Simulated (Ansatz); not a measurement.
Born–Oppenheimer molecular dynamics of C$_{2}$H$_{12}$N$_{2}$Si$_{2}$ (18 atoms, charge 0, multiplicity 1). It starts from a relaxed structure.

Method: RKS PBE/STO-3G in Ansatz 0.2.0.

```json
{
 "ensemble": "NVT, Langevin thermostat",
 "time step": "0.5 fs",
 "steps asked": "150",
 "set temperature": "200 K",
 "friction": "0.05 /fs",
 "seed": "744173"
}
```

First frame:

```xyz
18
Properties=species:S:1:pos:R:3
Si 0.011 -0.048 -0.097
N 0.050 0.008 1.707
H -0.952 0.083 2.060
H 0.455 0.950 1.995
H 1.411 0.052 -0.493
N -0.774 1.311 -0.986
C -2.255 1.456 -0.781
H -2.750 0.478 -0.954
H -2.554 1.818 0.237
H -2.664 2.183 -1.516
C -0.111 2.647 -0.797
H -0.518 3.371 -1.536
H -0.253 3.099 0.218
H 0.979 2.543 -0.976
Si -0.976 -1.990 -0.714
H -2.230 -2.200 -0.003
H -1.266 -2.005 -2.140
H -0.106 -3.119 -0.420
```

How far do the bonds stretch over the last three quarters of this one trajectory? (Pairs bonded in most of those frames.)


```tsv
bond	mean (Å)	spread (Å)	shortest	longest
Si1–N2	1.799	0.017	1.76	1.82
Si1–H5	1.467	0.023	1.42	1.51
Si1–N6	1.787	0.025	1.74	1.83
Si1–Si15	2.266	0.034	2.21	2.32
N2–H3	1.063	0.012	1.04	1.09
N2–H4	1.064	0.021	1.02	1.10
N6–C7	1.501	0.022	1.47	1.54
N6–C11	1.503	0.039	1.44	1.56
C7–H8	1.111	0.020	1.07	1.16
C7–H9	1.119	0.008	1.10	1.14
C7–H10	1.111	0.016	1.08	1.15
C11–H12	1.117	0.018	1.08	1.17
C11–H13	1.123	0.019	1.08	1.16
C11–H14	1.112	0.019	1.07	1.15
Si15–H16	1.459	0.018	1.42	1.49
Si15–H17	1.458	0.020	1.42	1.50
Si15–H18	1.458	0.030	1.41	1.52
```

Mean temperature of the second half: 170 K. The mean temperature of the second half is 15 % below the set value. A run of 0.075 ps of so small a system gives no equilibrium averages. Limits of this set-up: minimal basis.

Time of the run: 28 min on 1 thread of Intel(R) Xeon(R) Processor @ 2.50GHz (Skylake/Cascade Lake) (shared host), peak memory 0.12 GiB.
